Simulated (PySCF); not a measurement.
H11NSi4, SMILES [Si]([SiH3])([SiH3])([SiH3])N.

Geometry optimised at r2SCAN-D4/def2-SVP. The values are those of a single conformer.

Two levels are set side by side: TDA-PBE/def2-SVPD (PySCF) and TDA-B3LYP/def2-SVPD (PySCF). Vertical, same geometry. The lowest singlet is HOMO→LUMO 99 % with PBE and HOMO→LUMO 99 % with the other functional; states are paired by order. Differences are taken from unrounded values.

```tsv
quantity	TDA-B3LYP
lowest singlet excitation (eV)	4.94
lowest triplet excitation (TDA) (eV)	4.56
first bright state (f over 0.05) (eV)	6.26
its oscillator strength	0.16
```

Task: What does TDA-PBE give, and how far is it from TDA-B3LYP? (An estimate is asked for; the answer gives what the named calculation found.)

Result: 
```
quantity                               TDA-PBE  TDA-PBE minus TDA-B3LYP
-------------------------------------  -------  -----------------------
lowest singlet excitation (eV)            4.48                    -0.46
lowest triplet excitation (TDA) (eV)      4.14                    -0.42
first bright state (f over 0.05) (eV)     5.64                    -0.62
its oscillator strength                   0.10                    -0.06
```

Functionals without exact exchange tend to place singlet excitations lower, as here. Differences between two approximate levels are no errors against the true value.

Rough cost on one machine, each run with all the roots and properties that it gave: TDA-B3LYP against TDA-PBE about 3 times.
